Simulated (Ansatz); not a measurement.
Reaction (formal exchange of groups at a C–Ge bond): `O[SiH](O)C#[C][GeH3]` + SiH₄ → `O[SiH](O)C#C[SiH3]` + GeH₄

Calculated with Ansatz (gas phase, PBE0-D4/def2-TZVP geometries, no zero-point term in ΔE). CCSD(T)/CBS is the MP2 limit (def2-TZVPP, def2-QZVPP) plus CCSD(T) − MP2 in def2-TZVPP, frozen cores. This one scheme is used for every species. DFT in def2-TZVPP. B3LYP here is the variant with VWN-RPA as its local correlation; programs differ in this. For Ge outer-core shells are correlated without core-valence functions, which leaves a few kJ/mol of doubt a bond. Scalar relativity is left out up to krypton. Each species was taken in one conformer, which may not be the lowest.

```
             level  ΔE (kJ/mol)
          B3LYP-D4        -20.5
SCS-MP2/def2-QZVPP        -14.4
```

Question: What does CCSD(T)/CBS give? (An estimate is asked.)

Answer: Computed: -16.4 kJ/mol. The listed levels differ from it by -4.1, 2.0 kJ/mol.

Largest T1 diagnostic among the species: 0.013.
